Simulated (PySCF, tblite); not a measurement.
Isomers of C3H9NO2Si2. Method: GFN2-xTB as coded in tblite; computed harmonic values from a numerical Hessian at the method's own geometry, unscaled. Against measured fundamentals such values can be off by several per cent, at times by over 20. Modes of hydrogen on silicon can be 10 to 20 % off. One conformer each.

Electronic energies: PBE0/pcSseg-1 single points on the GFN2-xTB geometries (PySCF, gas phase).

```json
{"SMILES": "NC[C@@H]1[SiH2]O[SiH2]C1=O", "electronic energy, lowest = 0 (kJ/mol)": "132.8"}
{"SMILES": "NC(=O)[Si@H]1CC[SiH2]O1", "electronic energy, lowest = 0 (kJ/mol)": "0.0"}
{"SMILES": "C=N[SiH2][Si@@H](C=O)OC", "electronic energy, lowest = 0 (kJ/mol)": "337.1"}
{"SMILES": "C=NC[SiH2][Si@@H](O)C=O", "electronic energy, lowest = 0 (kJ/mol)": "317.4"}
```

Q: How do GFN2-xTB zero-point energies change the relative energies?

A: 
| SMILES | ZPE (kJ/mol) | of it from modes above 1550 cm⁻¹ | electronic (kJ/mol) | with ZPE, lowest = 0 (kJ/mol) | lowest mode (cm⁻¹) | rings |
| --- | --- | --- | --- | --- | --- | --- |
| NC(=O)[Si@H]1CC[SiH2]O1 | 313.7 | 164.3 | 0.0 | 0.0 | 37 | 1 |
| NC[C@@H]1[SiH2]O[SiH2]C1=O | 309.1 | 167.7 | 132.8 | 128.2 | 58 | 1 |
| C=NC[SiH2][Si@@H](O)C=O | 296.2 | 168.1 | 317.4 | 299.9 | 17 | 0 |
| C=N[SiH2][Si@@H](C=O)OC | 297.4 | 164.3 | 337.1 | 320.9 | 26 | 0 |

The zero-point energies span 17.5 kJ/mol, from `C=NC[SiH2][Si@@H](O)C=O` to `NC(=O)[Si@H]1CC[SiH2]O1`. The order is unchanged.

Q: And how do the electronic energies of GFN2-xTB itself compare?

A: `NC(=O)[Si@H]1CC[SiH2]O1` 0.0; `NC[C@@H]1[SiH2]O[SiH2]C1=O` 51.5; `C=NC[SiH2][Si@@H](O)C=O` 321.2; `C=N[SiH2][Si@@H](C=O)OC` 276.7 kJ/mol, lowest = 0. Against the energies above, taken from the same isomer `NC(=O)[Si@H]1CC[SiH2]O1`, the largest difference is 81.3 kJ/mol.

Q: What do entropy and thermal enthalpy add at 298.15 K and 1 bar (rigid rotor, harmonic oscillator, one conformer each)?

A: 
```json
{"SMILES": "NC(=O)[Si@H]1CC[SiH2]O1", "point group": "C1", "symmetry number": "1", "S (J/(mol K))": "419.8", "H − H(0) (kJ/mol)": "29.80", "ZPE + H − H(0) − TS (kJ/mol)": "218.3"}
{"SMILES": "NC[C@@H]1[SiH2]O[SiH2]C1=O", "point group": "C1", "symmetry number": "1", "S (J/(mol K))": "408.3", "H − H(0) (kJ/mol)": "29.19", "ZPE + H − H(0) − TS (kJ/mol)": "216.5"}
{"SMILES": "C=N[SiH2][Si@@H](C=O)OC", "point group": "C1", "symmetry number": "1", "S (J/(mol K))": "474.2", "H − H(0) (kJ/mol)": "35.69", "ZPE + H − H(0) − TS (kJ/mol)": "191.7"}
```

Not tabulated: `C=NC[SiH2][Si@@H](O)C=O` (lowest mode only 17 cm⁻¹).
